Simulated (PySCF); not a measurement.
## Basis set benchmark on one molecule

Molecule: SMILES COc1ccsc1, C5H6OS.

Bonds (- single, = double, # triple, : aromatic): C1-O2 1.399 Å, O2-C3 1.344 Å, C3:C4 1.429 Å, C4:C5 1.366 Å, C5:S6 1.717 Å, S6:C7 1.723 Å, C7:C3 1.377 Å. C1 carries H8, H9, H10; C4 carries H11; C5 carries H12; C7 carries H13.

Geometry PBE0-D3(BJ)/def2-SVP throughout; GIAO in PySCF 2.14, gas phase, one conformer, non-relativistic; equivalent atoms averaged; functional PBE0.

Reference values (estimated from measurements, as parent shift plus tabulated substituent increments; solution, not stated per compound (mostly CDCl3 or CCl4); Pretsch, Buehlmann, Badertscher, Structure Determination of Organic Compounds, 4th ed. (2009)): δ(H13) = 6.21 ppm, δ(H11) = 6.73 ppm, δ(H12) = 7.14 ppm. Computed shifts are taken against TMS, calculated as an isolated molecule at each level.

**Question.** How do the basis sets STO-3G, pcSseg-0, 6-31G, 6-31G*, cc-pVDZ, def2-SVP, pcSseg-1, aug-cc-pVDZ, 6-311+G(2d,p), def2-TZVP, cc-pVTZ, IGLO-III perform against the reference? Times are CPU seconds on shared hosts with different chips, so compare them loosely.

**Answer.** 
```tsv
basis set	functions	H13	H11	H12	mean abs. error H	core-s
STO-3G	45	5.14	6.00	6.31	0.88	4
pcSseg-0	79	5.41	6.67	6.70	0.43	5.6
6-31G	79	5.79	6.87	6.97	0.24	7.9
6-31G*	114	5.53	6.50	6.78	0.42	12
cc-pVDZ	132	5.67	6.54	6.93	0.31	14
def2-SVP	132	5.49	6.54	6.73	0.44	14
pcSseg-1	156	5.76	6.81	7.00	0.22	18
aug-cc-pVDZ	219	6.18	6.79	7.30	0.08	30
6-311+G(2d,p)	233	6.12	6.83	7.28	0.11	30
def2-TZVP	259	6.09	6.82	7.25	0.11	43
cc-pVTZ	298	6.08	6.72	7.22	0.07	48
IGLO-III	314	6.14	6.78	7.24	0.07	50
```

For $^{1}$H the closest is cc-pVTZ (0.07 ppm, with IGLO-III, aug-cc-pVDZ practically level) and the furthest STO-3G (0.88 ppm). Where a smaller basis beats a larger one, errors probably cancel. One molecule is a small sample, and vibrational and solvent effects are absent from the calculation.

A small basis that lands close on one nucleus may do so by chance; judge by the trend and by all nuclei.
